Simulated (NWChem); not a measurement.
SnH₂S, singlet; SMILES [SH][SnH]

All runs: NWChem. Low-valent species are run as closed-shell singlets; no triplet was tried in these runs. All runs use the structure optimised with PBE0/def2-SVP. def2 effective core potentials on Sn; no spin-orbit coupling. B3LYP is NWChem's, with the RPA form of VWN correlation. Static field.

| level | isotropic polarisability (bohr³) | anisotropy (bohr³) |
|---|---|---|
| PBE/def2-SVPD | (withheld) | (withheld) |
| B3LYP/def2-SVPD | 70.8 | 35.0 |
| CAM-B3LYP/def2-SVPD | 69.5 | 33.1 |

Problem. Fill in the missing entries.

Solution. 
- PBE/def2-SVPD, isotropic polarisability (bohr³): 72.1
- PBE/def2-SVPD, anisotropy (bohr³): 36.5
